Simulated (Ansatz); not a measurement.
Compare A (`C[SiH2]NC=S`) with its isomer B (`C[SiH]1NCS1`).

Computed with Ansatz on PBE0-D4/def2-TZVP structures; ΔE is electronic, products minus reactants. CBS: MP2 limit from def2 TZ/QZ plus the TZ coupled-cluster correction, frozen cores. DFT in def2-TZVPP. B3LYP here is the variant with VWN-RPA as its local correlation; programs differ in this. One conformer a species, not always the lowest.

Q: Which isomer does CCSD(T)/CBS put lower? Give the gap. (An estimate is asked.)

A: Ansatz gave: B, by 8.2 kcal/mol.

Q: Give E(B) − E(A) in kcal/mol with B3LYP, r2SCAN-D4, CCSD(T)/def2-TZVPP, HF/def2-TZVPP, PBE-D4, MP2/def2-TZVPP, B2PLYP. (An estimate is asked.)

A: Ansatz gave: B3LYP -3.5, r2SCAN-D4 -5.7, CCSD(T)/def2-TZVPP -7.0, HF/def2-TZVPP -6.2, PBE-D4 -5.8, MP2/def2-TZVPP -8.5, B2PLYP -4.8. None reverses the order clearly.

Largest T1 diagnostic: 0.016.

In def2-TZVPP, CCSD(T) changes the Hartree–Fock value by −0.8 kcal/mol (the triples alone add +1.2 kcal/mol) and MP2 by −2.3 kcal/mol. From PBE to PBE0 (25 % exact exchange), in def2-TZVPP and without D4, E(B) − E(A) moves by −3.6 kcal/mol.
